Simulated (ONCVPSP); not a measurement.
**Tl (Z = 81), ONCV: configuration errors across variants**

```json
{
  "Element": "thallium",
  "Generator": "ONCVPSP 4.0.1",
  "Type": "optimised norm-conserving Vanderbilt (ONCV)",
  "Functional": "LDA (Perdew-Wang 92)",
  "Relativity": "non-relativistic",
  "Frozen core": "[Kr] 4d10 4f14",
  "Valence charge": "21",
  "Reference configuration": "5s2 5p6 5d10 6s2 6p1",
  "Partial waves": "5s+6s: rc 1.35 bohr, ncon 4, nbas 9, qcut 6.9 1/bohr, 2 projectors; 5p+6p: rc 1.40 bohr, ncon 4, nbas 7, qcut 11.3 1/bohr, 3 projectors, debl 3.4 Ha; 5d: rc 2.15 bohr, ncon 4, nbas 9, qcut 7.4 1/bohr, 2 projectors, debl 1.5 Ha",
  "Local potential": "polynomial inside 0.95 bohr (lpopt 3, dvloc0 0 Ha)",
  "Core correction": "Teter function fitted to the true core (icmod 2), fcfact 0.15"
}
```

All-electron excitation energies from the reference (eV): (1) 5s2 5p6 5d10 6s2 6p0 5.553; (2) 5s2 5p6 5d10 6s1 6p0 23.802; (3) 5s2 5p6 5d10 6s0 6p0 50.436; (4) 5s2 5p6 5d10 6s1 6p2 5.107.

2 further variants failed, have other tests or too few solved ones, and are left out.

Errors AE − PS in meV (a dash: test not solved or not reliable):

| change | (1) | (2) | (3) | (4) | bound ghosts | GHOST(+) flags above zero |
| --- | --- | --- | --- | --- | --- | --- |
| base | 0.0 | -0.7 | -4.8 | -0.4 | none | s, p |
| s: qcut 5.8; p: qcut 9.6; d: qcut 6.3 | 0.0 | -1.3 | -9.8 | -0.9 | none | s, p |
| s: qcut 7; p: qcut 11.4; d: qcut 7.5 | 0.0 | -0.6 | -4.5 | -0.4 | none | s, p |
| s: qcut 7.6; p: qcut 12.4; d: qcut 8.1 | 0.0 | -0.4 | -2.8 | -0.3 | none | s, p, d |

Give the same row for: s: qcut 4.9; p: qcut 8; d: qcut 5.3.

+0.1, -2.3, -16, -1.4; bound ghosts: none; GHOST(+) flags above zero: s, p, d.
